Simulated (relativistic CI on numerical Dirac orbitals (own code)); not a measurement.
## Ru XXX: computed level list

These numbers are calculated, not measured: Dirac-Coulomb-Breit CI, KLI orbitals optimised for each configuration, QED by a radiative potential, unscaled Slater integrals (own radial code, finite nucleus).

Configuration list (outside the closed core [Ne]): 3s2 3p3, 3s 3p4, 3s2 3p2 3d, 3p5, 3s 3p3 3d, 3p4 3d, 3s 3p2 3d2, 3s2 3p 3d 4p, 3p4 4s, 3s 3p2 3d 4s, 3p4 4p, 3s2 3p2 4s, 3s2 3p 3d2, 3s2 3d3, 3s 3p 3d3, 3s2 3d2 4s, 3p3 3d2, 3p2 3d3, 3p2 3d2 4s, 3s2 3p 3d 4s, 3s 3p 3d2 4s, 3s2 3d 4s2, 3s 3p2 3d 4p, 3s 3p 3d2 4p, 3p2 3d2 4p, 3s 3p 3d 4s 4p. Double excitations out of closed p, d and f shells are left out; levels of such configurations are missing from the list, as are those of other unlisted configurations, and high levels can miss mixing partners.

The lowest level is 3s2 3p3 4S°_3/2, with 43 % of that term; Hund's rules for 3s2 3p3 give 4S° with J = 3/2, in agreement.

```tsv
No.	Configuration	Term	J	E (cm⁻¹)	%	Next component (%)	Lifetime (s)	jj configuration (%)
1	3s2 3p3	4S°	3/2	0	43	36 2P°		3p3/2 (93)
2	3s2 3p3	2D°	3/2	198661	51	44 4S°	5.91e-06	3p1/2 3p3/2^2 (93)
3	3s2 3p3	2D°	5/2	248425	98	1 3s 3p3 3d 2D°	3.00e-05	3p1/2 3p3/2^2 (98)
4	3s2 3p3	2P°	1/2	310209	97	1 3s2 3p 3d2 2P°	5.04e-06	3p1/2 3p3/2^2 (97)
5	3s2 3p3	2P°	3/2	509570	57	28 2D°	1.90e-06	3p3/2^3 (95)
6	3s 3p4	4P	5/2	804114	74	13 2D	1.36e-10	3s 3p3/2^2 (82)
7	3s 3p4	4P	3/2	887246	23	16 2D	9.94e-11	3p1/2^2 3d3/2 (41)
8	3s 3p4	4P	1/2	930171	56	30 2S	4.32e-11	3s 3p3/2^2 (69)
9	3s 3p4	4P	3/2	973958	36	35 3s2 3p2 3d 4F	5.24e-11	3p1/2^2 3d3/2 (45)
10	3s2 3p2 3d	4F	5/2	1033910	40	24 4D	4.74e-11	3p1/2^2 3d5/2 (71)
11	3s 3p4	2D	3/2	1057273	34	22 4P	3.96e-11	3s 3p1/2 3p3/2^3 (49)
12	3s 3p4	2D	5/2	1096680	50	23 3s2 3p2 3d 2D	1.16e-10	3s 3p1/2 3p3/2^3 (57)
13	3s2 3p2 3d	2P	3/2	1112647	39	21 4F	2.18e-10	3p1/2 3p3/2 3d3/2 (73)
14	3s2 3p2 3d	4D	1/2	1122181	52	24 2P	8.43e-11	3p1/2 3p3/2 3d3/2 (79)
15	3s2 3p2 3d	2F	5/2	1136971	57	31 4F	2.77e-10	3p1/2 3p3/2 3d3/2 (74)
16	3s2 3p2 3d	4F	7/2	1167914	61	21 2G	2.17e-09	3p1/2 3p3/2 3d3/2 (67)
17	3s2 3p2 3d	4D	7/2	1184718	49	32 2F	3.80e-06	3p1/2 3p3/2 3d5/2 (86)
18	3s2 3p2 3d	4D	1/2	1211538	36	21 3s 3p4 2P	1.57e-11	3s 3p1/2 3p3/2^3 (33)
19	3s2 3p2 3d	4D	3/2	1228120	48	14 3s 3p4 2D	2.31e-11	3p1/2 3p3/2 3d5/2 (35)
20	3s2 3p2 3d	4F	9/2	1230801	59	39 2G	1.81e-04	3p1/2 3p3/2 3d5/2 (91)
21	3s2 3p2 3d	4D	5/2	1252738	25	25 2F	1.41e-11	3p1/2 3p3/2 3d5/2 (66)
22	3s 3p4	2P	3/2	1314314	27	24 3s2 3p2 3d 2D	2.99e-12	3p1/2 3p3/2 3d3/2 (47)
23	3s2 3p2 3d	4P	5/2	1320387	38	24 4D	4.30e-12	3p1/2 3p3/2 3d3/2 (40)
24	3s2 3p2 3d	2G	7/2	1321571	56	17 2F	3.28e-11	3p1/2 3p3/2 3d5/2 (57)
25	3s2 3p2 3d	4P	1/2	1336954	46	23 2P	3.86e-12	3p1/2 3p3/2 3d3/2 (61)
26	3s2 3p2 3d	2P	3/2	1358474	34	27 3s 3p4 2P	4.19e-12	3p1/2 3p3/2 3d5/2 (42)
27	3s2 3p2 3d	2P	1/2	1380142	45	20 3s 3p4 2S	1.35e-11	3s 3p3/2^4 (36)
28	3s2 3p2 3d	2D	3/2	1385897	72	8 4P	1.29e-11	3p1/2 3p3/2 3d5/2 (60)
29	3s2 3p2 3d	2D	5/2	1403256	53	35 2F	4.09e-12	3p1/2 3p3/2 3d5/2 (54)
30	3s2 3p2 3d	2F	7/2	1439136	49	37 4D	2.65e-10	3p3/2^2 3d5/2 (96)
31	3s2 3p2 3d	2G	9/2	1465212	59	39 4F	4.13e-06	3p3/2^2 3d5/2 (91)
32	3s2 3p2 3d	2P	1/2	1472903	48	30 2S	5.33e-12	3p1/2 3p3/2 3d5/2 (62)
33	3s2 3p2 3d	2P	1/2	1512173	38	26 4P	3.43e-12	3p3/2^2 3d3/2 (65)
34	3s2 3p2 3d	2D	3/2	1527993	41	20 4P	3.18e-12	3p3/2^2 3d3/2 (70)
35	3s2 3p2 3d	2D	5/2	1528425	37	22 2F	3.46e-12	3p3/2^2 3d3/2 (59)
36	3s2 3p2 3d	2F	7/2	1565162	81	12 2G	3.63e-12	3p3/2^2 3d3/2 (72)
37	3s2 3p2 3d	2D	5/2	1590320	84	9 4D	1.67e-10	3p3/2^2 3d5/2 (92)
38	3s2 3p2 3d	2P	3/2	1614274	43	38 2D	4.09e-12	3p3/2^2 3d3/2 (49)
39	3s2 3p2 3d	2S	1/2	1673086	28	19 3s 3p4 2P	3.31e-12	3s 3p3/2^4 (41)
40	3s2 3p2 3d	2D	3/2	1678572	70	20 2P	4.73e-12	3p3/2^2 3d5/2 (61)
41	3s2 3p2 3d	2D	5/2	1696886	55	33 2F	4.06e-12	3p3/2^2 3d5/2 (77)
42	3s 3p3 3d	6D°	1/2	1702917	75	18 4P°	3.14e-10	3s 3p3/2 3d3/2 (66)
43	3s 3p3 3d	6D°	5/2	1702940	60	17 4D°	2.22e-10	3s 3p3/2 3d3/2 (67)
44	3s 3p3 3d	6D°	3/2	1704431	69	10 4P°	1.95e-10	3s 3p3/2 3d3/2 (67)
45	3s 3p3 3d	6D°	7/2	1712579	61	18 4D°	3.79e-10	3s 3p3/2 3d3/2 (44)
46	3s 3p3 3d	6D°	9/2	1748913	74	21 4F°	3.84e-10	3s 3p3/2 3d5/2 (68)
47	3p5	2P°	3/2	1787979	43	36 3s 3p3 3d 2P°	2.83e-11	3p3/2^3 (43)
48	3s 3p3 3d	4F°	3/2	1793503	39	21 4D°	5.64e-11	3s 3p3/2 3d5/2 (42)
49	3s 3p3 3d	4D°	5/2	1817002	36	19 6D°	6.40e-11	3s 3p3/2 3d5/2 (59)
50	3s 3p3 3d	4D°	7/2	1887969	42	22 6D°	8.24e-11	3s 3p1/2 3p3/2^2 3d5/2 (42)
51	3s 3p3 3d	4G°	5/2	1894088	40	19 4F°	2.88e-11	3s 3p3/2 3d3/2 (49)
52	3s 3p3 3d	4D°	3/2	1903695	55	23 4F°	9.24e-11	3s 3p1/2 3p3/2^2 3d3/2 (67)
53	3s 3p3 3d	4D°	1/2	1904133	75	12 2P°	5.64e-11	3s 3p1/2 3p3/2^2 3d3/2 (34)
54	3s 3p3 3d	4D°	1/2	1919388	39	20 2S°	2.88e-11	3s 3p3/2 3d3/2 (38)
55	3s 3p3 3d	4F°	5/2	1922548	41	23 4D°	3.92e-11	3s 3p1/2 3p3/2^2 3d3/2 (50)
56	3s 3p3 3d	4F°	7/2	1933677	38	26 4G°	6.75e-11	3s 3p1/2 3p3/2^2 3d3/2 (52)
57	3s 3p3 3d	4D°	1/2	1950558	32	22 2S°	4.28e-11	3s 3p1/2 3p3/2^2 3d5/2 (28)
58	3s 3p3 3d	4F°	7/2	1950771	43	22 4G°	2.42e-11	3s 3p3/2 3d5/2 (42)
59	3s 3p3 3d	4G°	9/2	1981399	41	37 4F°	1.09e-10	3s 3p1/2 3p3/2^2 3d5/2 (47)
60	3s 3p3 3d	2G°	7/2	1995961	38	27 4D°	3.68e-11	3s 3p3/2 3d5/2 (35)
61	3s 3p3 3d	2F°	5/2	1998295	20	20 2D°	1.18e-11	3s 3p3/2 3d5/2 (42)
62	3s 3p3 3d	2P°	1/2	2003076	39	31 3p5 2P°	2.84e-11	3p1/2 3p3/2^4 (31)
63	3s 3p3 3d	4D°	3/2	2005038	58	9 4P°	1.59e-11	3s 3p3/2 3d5/2 (42)
64	3s 3p3 3d	4F°	9/2	2018621	62	21 4G°	4.45e-11	3s 3p1/2 3p3/2^2 3d5/2 (75)
65	3s 3p3 3d	4P°	3/2	2020406	27	19 2D°	1.24e-11	3s 3p3/2 3d5/2 (23)
66	3s 3p3 3d	2G°	9/2	2065324	71	8 4F°	8.39e-11	3s 3p1/2 3p3/2^2 3d3/2 (52)
67	3s 3p3 3d	4G°	11/2	2065907	95	5 3s2 3p 3d2 4G°	5.16e-11	3s 3p1/2 3p3/2^2 3d5/2 (95)
68	3s 3p3 3d	4P°	5/2	2081088	47	13 2F°	5.60e-12	3s 3p1/2 3p3/2^2 3d3/2 (40)
69	3s2 3p 3d2	4G°	5/2	2086979	22	19 3s 3p3 3d 2D°	9.00e-12	3p1/2 3d3/2^2 (44)
70	3s 3p3 3d	4D°	1/2	2096613	33	28 2P°	6.87e-12	3s 3p3/2 3d5/2 (23)
```

Energies count from the lowest computed level; ° marks odd parity; lifetimes are radiative, by E1, M1, E2, M2, E3 decay to levels of this space only. Filled j subshells are mostly left out of the jj labels.

The mean weight of the leading LS term, summed over parents, in these 70 levels is 50 %, and that of the leading jj configuration (from the same eigenvectors) 59 %.

At this charge energies of transitions that change n are usually good to better than 1 %, and those within a shell (Δn = 0) to a few per cent.

LS names give the leading component of a level, which can be under half, so a name can repeat, a term be missing and a line seem to break the LS rules.
